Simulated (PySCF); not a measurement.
A structure optimised at ωB97X-D3(BJ)/def2-SVP, used in a PySCF frequency run:

```
B
F 1 1.3423
C 1 1.5640 2 120.45
H 3 1.0998 1 113.82 2 13.49
H 3 1.1013 4 110.73 1 -124.95
H 3 1.1055 4 108.61 5 -115.24
C 1 1.5814 2 115.74 3 -178.87
H 7 1.1121 1 107.62 2 -56.32
H 7 1.1121 8 105.31 1 -114.63
O 7 1.4144 8 112.56 9 -122.93
H 10 0.9625 7 108.64 8 59.21
```
Charge 0, spin multiplicity 1.

Write its SMILES and formula.

CB(F)CO, C2H6BFO

What are its rotational constants (standard atomic weights)?

7.5579, 3.5492, 2.4895 GHz
